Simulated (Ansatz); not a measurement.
Coupled-cluster diagnostics for nido-B5H9 (Br for H, site b on B) (B5H8Br), Ansatz.

Geometry of the singlet (PBE-D4/def2-SVP):

```xyz
14

B    -0.853   -0.075    0.948
B    -0.634   -0.909   -0.635
B    -0.506    0.788   -0.484
B     0.713    0.786    0.711
B     0.932   -0.048   -0.872
Br   -1.442    2.243   -1.381
H    -1.761    0.021    1.736
H    -1.337   -1.595   -1.334
H     1.277    1.690    1.277
H     1.700    0.073   -1.794
H    -0.710   -1.395    0.637
H     0.643   -1.375   -0.743
H     1.665   -0.091    0.277
H     0.312   -0.111    1.657
```

Correlated methods freeze 14 core orbitals; core or outer-core shells of Br are correlated, in sets that lack core-valence functions. Another isomer (singlet) lies 0.02 eV lower at PBE-D4/def2-SVP; other spin states weren't run for this one.

(1) Estimate the CCSD(T) correlation energy, the shares of MP2 and (T), T1 and the reference's ⟨S²⟩ for: charge 0, singlet, own geometry in def2-SVP; and the rough time on 4 threads of Intel Xeon on a shared host.

Results:

(1) 
```
                          state     basis  correlation (eV)  MP2 share (%)  (T) share (%)     T1  ⟨S²⟩ (pure)  wall time
charge 0, singlet, own geometry  def2-SVP           -22.551           90.4            3.6  0.009  0.00 (0.00)       15 s
```
Customary marks for T1 are 0.02 (closed shells), 0.045 (open shells) and about 0.05 (3d metals). T1 stays under 0.02 throughout.
